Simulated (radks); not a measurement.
The numbers below are computed, except where a source is named.
Neutral antimony inside a hard spherical wall (all orbitals vanish at R), configuration held at [Kr] 4d10 5s2 5p3 and not refilled when levels cross. Level of theory: scalar-relativistic Kohn-Sham, r2SCAN, spin-polarised, spherical densities, finite nucleus; open shells are filled with parallel spins first (spin-orbit coupling, left out, can overturn this in heavy ions); meta-GGA in the generalised Kohn-Sham scheme; Fermi nuclear charge, rms radius 4.6802 fm (a radial shooting solver on a logarithmic mesh with Libxc functionals). Eigenvalues in eV for spin up, with the zero of energy where the potential of the charges vanishes at infinity; a dash marks a level that is unbound or too diffuse for the functional's potential to be trusted. A positive occupied level is held by the wall or, in an anion where self-interaction has pushed it up, behind a barrier. The pressure on the wall is -dE/dV.

R (bohr)  E (hartree)  kinetic (hartree)    e(4p)    e(4d)    e(5s)   e(5p)  e(6s, empty)  e(5d, empty)  pressure (GPa)
free      -6482.21510           6779.663  -104.31  -34.191  -14.105  -5.827             -             -               0
20        -6482.21510           6779.663  -104.31  -34.191  -14.105  -5.827             -             -        < 0.0001
8         -6482.21263           6779.686  -104.16  -34.044  -13.995  -5.711         2.162         2.994           0.119
6         -6482.18084           6779.900  -103.18  -33.089  -13.312  -4.889         7.106         5.520            2.96
5         -6482.08417           6780.424  -101.42  -31.390  -12.043  -3.217        14.624         9.142            16.8
4         -6481.68636           6782.200  -97.227  -27.393   -8.444   1.653        33.295        18.007             112
3.5       -6481.10722           6784.502  -93.273  -23.668   -4.208   7.289        52.786        27.268             325
3         -6479.76524           6789.525  -86.772  -17.541    4.385  18.355        87.785        43.995            1070
2.5       -6476.27850           6802.073  -74.920   -6.059   24.153  42.691        156.47        77.197            4240
2         -6465.52578           6839.088  -50.007   19.866   77.866  105.06        309.50        152.54           22200
